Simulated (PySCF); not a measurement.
Species: C₅H₇ClN₂O.
Z-matrix (Å and degrees, GFN2-xTB geometry), rows numbered from 1:
```
C 
C   1  1.5304
C   2  1.5304  1  110.97
C   2  1.4859  1  109.32  3   120.66
N   4  1.2920  2  127.64  1   -60.78
N   5  1.3475  4  107.75  2   180.00
C   6  1.2898  5  106.34  4     0.01
Cl  7  1.6760  6  127.95  5   179.93
O   7  1.3514  6  112.58  5    -0.01
H   1  1.0864  2  109.70  3   -61.25
H   1  1.0869  2  109.87  3    58.74
H   1  1.0874  2  110.73  3   178.78
H   2  1.0945  1  109.78  3  -121.56
H   3  1.0869  2  109.85  1   -58.74
H   3  1.0864  2  109.68  1    61.23
H   3  1.0874  2  110.77  1  -178.80
```

The calculation used TDDFT wB97X-D/def2-SVPD, vertical, gas phase, core orbitals frozen in the response in PySCF.

Frontier orbitals with the atoms that hold most of them (Löwdin shares over 4%, at most four atoms; ? is withheld):

```
orbital  ε (eV)                            atoms
 HOMO-3  -12.14  C1 21%, C3 21%, C2 15%, H16 10%
 HOMO-2  -11.55   N6 28%, Cl8 27%, N5 20%, O9 7%
 HOMO-1  -10.09                                ?
   HOMO   -9.58  Cl8 19%, N5 18%, N6 17%, C4 17%
   LUMO    1.16                                ?
 LUMO+1    2.09    Cl8 54%, C7 20%, O9 7%, C4 6%
 LUMO+2    2.19  Cl8 19%, C1 12%, C3 12%, H13 8%
```

Task: Give the leading atoms of the LUMO.

Result: C7 (bonded to Cl, N and O) 22%; O9 (bonded to 2 C) 18%; C4 (bonded to C, N and O) 18%; N6 (bonded to C and N) 14%. By element: carbon 40% or more, oxygen 18%, nitrogen 14% or more.

Task: Give the leading atoms of the HOMO-1.

Result: N5 (bonded to C and N) 42%; N6 (bonded to C and N) 36%; C4 (bonded to C, N and O) 8%; C7 (bonded to Cl, N and O) 7%. By element: nitrogen 78%, carbon 15% or more.

Task: How does S1 compare with the orbital gap of 10.73 eV?

Result: S1 is at 5.93 eV (f = 0.0000), 4.80 eV below the gap, made of HOMO-1→LUMO (98%). Its leading pair isn't HOMO and LUMO; the energies of that pair differ by 11.24 eV. Without the coupling terms of the response equations the lowest excitation would equal the gap.

Task: One configuration dominates each of S1, S2, S4, S5 and S8. Which, and how do the shares of the two leading atoms of either orbital change from the occupied to the empty one?

Result: 
- S1 (5.93 eV, f 0.0000), HOMO-1→LUMO (98%): N5 42% → at most 15%, N6 36% → 14%, C7 7% → 22%, O9 at most 8% → 18%
- S2 (6.43 eV, f 0.372), HOMO→LUMO (97%): Cl8 19% → at most 15%, N5 18% → at most 15%, C7 at most 17% → 22%, O9 at most 17% → 18%
- S4 (7.18 eV, f 0.0009), HOMO→LUMO+1 (77%): Cl8 19% → 54%, N5 18% → at most 7%, C7 at most 17% → 20%
- S5 (7.49 eV, f 0.0002), HOMO-2→LUMO (81%): N6 28% → 14%, Cl8 27% → at most 15%, C7 at most 8% → 22%, O9 7% → 18%
- S8 (8.02 eV, f 0.0008), HOMO-1→LUMO+1 (80%): N5 42% → at most 7%, N6 36% → at most 7%, Cl8 at most 8% → 54%, C7 7% → 20%

On Arm Neoverse V2, one thread, shared host, this took 64 s.

One conformer stands for the species.
